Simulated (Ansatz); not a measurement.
```xyz
10

O     0.707   -1.136    2.024
B     0.497   -0.520    0.829
O     1.504   -0.379   -0.057
S    -1.187    0.112    0.452
C    -0.967    0.822   -1.202
F    -0.084    1.814   -1.227
F    -0.597   -0.077   -2.107
F    -2.148    1.318   -1.579
H    -0.055   -1.201    2.603
H     2.330   -0.754    0.265
```

Charge 0, multiplicity 1.

(1) List the PBE/def2-TZVPP orbital energies in eV (Ansatz 0.2.0). (Best estimate.)

Answers

(1) Ansatz gave: Occupied: -2396.24, -661.12, -661.08, -661.08, -511.26, -511.05, -276.10, -209.24, -179.00, -155.41, -155.26, -155.15, -33.37, -30.92, -30.90, -26.64, -25.82, -19.75, -16.95, -14.98, -14.83, -14.70, -14.06, -13.70, -11.34, -11.33, -10.82, -10.46, -10.32, -10.02, -9.66, -9.37, -8.85, -8.32, -8.22, -6.76. Lowest empty: -1.14, -0.28, -0.23, 0.84, 1.34, 1.86, 2.46, 2.67.
